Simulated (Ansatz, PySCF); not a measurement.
Reaction (SMILES): CCCC[C@H](C)Cl [(2S)-2-chlorohexane] -> CCC[CH][C@H](C)Cl + H atom (the C-H bond at the site shown breaks; other sites are not compared here)
Geometries: B3LYP-D3(BJ)/def2-TZVP minima from Ansatz (a first-principles code), one conformer each, not searched for the lowest.

Quantity: bond dissociation energy (0 K, with B3LYP-D3(BJ) harmonic zero-point energies from PySCF), in eV. Correlated levels leave the core frozen unless marked. UHF or UKS for open shells. Spin-orbit coupling is left out. Non-relativistic. Basis-set limits of correlation are two-point, X^-3; Hartree-Fock from the larger set. [CCSD(T)-MP2]/basis is that difference in the basis named.

```tsv
level	program	bond dissociation energy (eV)
HF/STO-3G	Ansatz	4.32
BLYP/def2-TZVPD	Ansatz	3.81
```

Problem. What does RI-MP2/CBS(cc-pV(T+d)Z,cc-pV(Q+d)Z)+[CCSD(T)-MP2]/cc-pV(T+d)Z (Ansatz) give?

Solution. 4.23 eV, so BLYP/def2-TZVPD differs from it by -0.42 eV.
